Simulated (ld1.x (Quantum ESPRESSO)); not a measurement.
# Reading a pseudo-wave (In (Z = 49))

Columns: radius, all-electron u(r) and pseudo u(r) of the 5s shell (level -8.21 eV) of indium in the configuration [Kr] 4d10 5s2 5p1; PBE, scalar-relativistic, TM scheme, ld1.x (Quantum ESPRESSO) 7.5.

```
r (bohr)  all-electron  pseudo
   0.118       -0.0907  0.0345
   0.235        0.1988  0.0673
   0.353        0.0996  0.0979
   0.470       -0.1414  0.1249
   0.588       -0.2964  0.1488
   0.705       -0.3180  0.1707
   0.822       -0.2401  0.1933
   0.940       -0.1068  0.2206
   1.058        0.0449  0.2569
   1.175        0.1910  0.3056
   1.292        0.3212  0.3688
   1.410        0.4314  0.4440
   1.528        0.5195  0.5208
   1.645        0.5862  0.5862
   1.763        0.6349  0.6349
   1.880        0.6673  0.6673
   1.998        0.6864  0.6864
   2.115        0.6942  0.6942
   2.232        0.6929  0.6929
   2.350        0.6843  0.6843
   2.468        0.6699  0.6699
   2.585        0.6512  0.6512
   2.702        0.6291  0.6291
   2.820        0.6044  0.6044
   2.938        0.5780  0.5780
   3.055        0.5508  0.5508
```

Question: How many radial nodes do the two functions have?

Answer: The all-electron 5s function has n − l − 1 = 4 (the table is too coarse to show those close to the nucleus); the pseudo-wave has 0, since the states of the same l below it are removed with the core.

Question: At about which radius was the pseudo-wave matched?

Answer: 1.70 bohr, where the columns begin to agree (steps of 0.12 bohr).

Question: Is the pseudo-wave norm-conserving?

Answer: Yes: the TM scheme keeps the norm inside the radius equal to the all-electron one, which fixes the energy derivative of the logarithmic derivative at the level.
